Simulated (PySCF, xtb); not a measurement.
Al(F)(OH)(SMe) (CH4AlFOS), SMILES [OH][Al]([S]C)[F]. Other conformers were not sampled.

Harmonic wavenumbers (cm⁻¹) from GFN2-xTB in xtb 6.7.1 at its own minimum, in rising order: 46, 87, 121, 179, 209, 222, 318, 419, 459, 703, 749, 918, 937, 951, 1313, 1438, 1451, 3038, 3045, 3055, 3774.

Task: What does PBE-D3(BJ)/def2-SVP in PySCF give at its own minimum? (Estimate from the structure and the level; the computed values follow.)

Result: 57, 92, 132, 210, 225, 235, 296, 471, 569, 679, 803, 916, 934, 956, 1287, 1407, 1409, 2990, 3100, 3110, 3819. Paired by order, the mean absolute difference is 31 cm⁻¹ and the zero-point energies are 33.5 and 33.9 kcal/mol.
